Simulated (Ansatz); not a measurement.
Reaction (redistribution): `F[SiH2][SnH]1[CH2][S]1` + `BC(O)[SiH3]` → `[OH][SnH]1[CH2][S]1` + `BC([SiH3])[SiH2]F`

Isolated molecules relaxed with PBE0-D4/def2-TZVP in Ansatz; ΔE leaves out vibrations. CBS: MP2 limit from def2 TZ/QZ plus the TZ coupled-cluster correction, frozen cores. DFT in def2-TZVPP. B3LYP here is the variant with VWN-RPA as its local correlation; programs differ in this. HSE06 is defined as in plane-wave codes. Elements past krypton have def2 core potentials. For Sn outer-core shells are correlated without core-valence functions, which leaves a few kJ/mol of doubt a bond. Each species was taken in one conformer, which may not be the lowest.

```
             level  ΔE (kcal/mol)  difference from CCSD(T)/CBS
       LDA (SPW92)          -20.3                         10.0
            PBE-D4          -22.8                          7.5
         revPBE-D4          -23.8                          6.5
           BLYP-D4          -24.6                          5.7
         r2SCAN-D4          -27.0                          3.3
            B97M-V          -29.8                          0.5
           PBE0-D4          -25.1                          5.2
          B3LYP-D4          -26.1                          4.2
        r2SCANh-D4          -27.2                          3.1
        r2SCAN0-D4          -27.6                          2.7
          BHLYP-D4          -28.7                          1.6
      CAM-B3LYP-D4          -28.0                          2.3
           ωB97X-V          -29.2                          1.1
           ωB97M-V          -29.0                          1.3
            B2PLYP          -28.3                          2.0
          PBE-QIDH          -28.9                          1.4
               PBE          -22.3                          8.0
            revPBE          -22.5                          7.8
              BLYP          -23.5                          6.8
            r2SCAN          -26.8                          3.5
             B3LYP          -25.3                          5.0
           r2SCANh          -27.1                          3.2
           r2SCAN0          -27.5                          2.8
             HSE06          -24.5                          5.8
           LC-ωPBE          -29.6                          0.7
RPA@PBE/def2-TZVPP          -29.2                          1.1
       HF/def2-SVP          -26.9                          3.4
      MP2/def2-SVP          -29.9                          0.4
     CCSD/def2-SVP          -26.5                          3.8
  CCSD(T)/def2-SVP          -26.0                          4.3
     HF/def2-TZVPP          -31.9                         -1.6
    MP2/def2-TZVPP          -31.7                         -1.4
SCS-MP2/def2-TZVPP          -31.7                         -1.4
   CCSD/def2-TZVPP          -30.1                          0.2
CCSD(T)/def2-TZVPP          -29.8                          0.5
     HF/def2-QZVPP          -32.4                         -2.1
SCS-MP2/def2-QZVPP          -32.2                         -1.9
      HF/CBS(def2)          -32.4                         -2.1
     MP2/CBS(def2)          -32.2                         -1.9
    CCSD/CBS(def2)          -30.6                         -0.3
       CCSD(T)/CBS          -30.3                            0
```

Largest T1 diagnostic among the species: 0.014.

The D4 term adds −0.8 kcal/mol with B3LYP and −0.4 kcal/mol with PBE0; it sums over pairs of atoms, weighted by their polarisabilities, and B3LYP, whose exchange is more repulsive, gets the larger term. From BLYP to BHLYP (50 % exact exchange), in def2-TZVPP and without D4, ΔE moves by −4.7 kcal/mol.
